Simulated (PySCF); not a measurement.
Vertical excitations of a molecule C4H4ClF from TDA-LC-ωPBE/def2-SVPD in PySCF, as energy in eV (oscillator strength): 6.16 (1.150), 6.74 (0.000), 7.17 (0.003), 7.79 (0.001), 7.93 (0.016), 7.95 (0.011), 8.06 (0.009), 8.30 (0.000), 8.35 (0.032), 8.74 (0.003). Lowest triplet (TDA): 2.90 eV. Geometry optimised at r2SCAN-D4/def2-SVP. One conformer was computed; it need not be the lowest.

Task: Which structure fits?
(A) F[C@@H]1CC=C1Cl
(B) C=C/C=C(\F)Cl
(C) C=C(Cl)/C=C\F
(D) C=C(F)C(=C)Cl

Result: B, C=C/C=C(\F)Cl
